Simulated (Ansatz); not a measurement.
System: C4H10Br2Si, net charge 0, singlet state. 
Structure (B3LYP-D3(BJ)/def2-TZVP (Ansatz, a first-principles code) minimum search):
```xyz
17

C     -1.9805    -2.2027     0.8762
C     -1.3052    -1.5578    -0.3401
Si     0.0072    -0.3080     0.1043
Br    -0.9629     1.4133     1.1675
Br     0.9193     0.4528    -1.7993
C      1.3644    -0.9749     1.1976
C      2.0832    -2.1968     0.6133
H     -1.2599    -2.7346     1.5007
H     -2.7384    -2.9232     0.5645
H     -2.4697    -1.4537     1.5004
H     -0.8250    -2.3169    -0.9653
H     -2.0417    -1.0602    -0.9753
H      2.0702    -0.1635     1.3896
H      0.9075    -1.2177     2.1620
H      2.5495    -1.9611    -0.3442
H      1.3945    -3.0282     0.4504
H      2.8661    -2.5475     1.2877
```
Charge 0, spin multiplicity 1.

Total electronic energies in hartree. Valence correlation only, unless marked. No spin-orbit coupling. Frozen are the shells of the preceding noble gas and the d and f shells that filled before the atom's block. Non-relativistic. CBS marks a two-point X^-3 extrapolation of the correlation energy; Hartree-Fock from the larger set. The bracket is a focal-point correction in the basis named.

| level | program | energy (Eh) |
|---|---|---|
| HF/def2-TZVPPD | Ansatz | -5591.26271 |
| RI-HF/def2-QZVPP | Ansatz | -5591.37579 |
| B3LYP/def2-TZVPD | Ansatz | -5596.52883 |
| CAM-B3LYP/def2-TZVPD | Ansatz | ___ |
| wB97M-V/def2-TZVPD | Ansatz | -5596.05029 |
| wB97X-V/def2-TZVPD | Ansatz | -5595.89408 |
| CCSD(T)/6-31G | Ansatz | -5590.89202 |
| CCSD(T)/6-31G* | Ansatz | -5591.49228 |
| RI-MP2/CBS(def2-TZVPPD,def2-QZVPPD)+[CCSD(T)-MP2]/def2-TZVPPD | Ansatz | -5592.8074 |

**Question.** Fill in the missing entries.

**Answer.** 
- CAM-B3LYP/def2-TZVPD, energy (Eh): -5596.60662
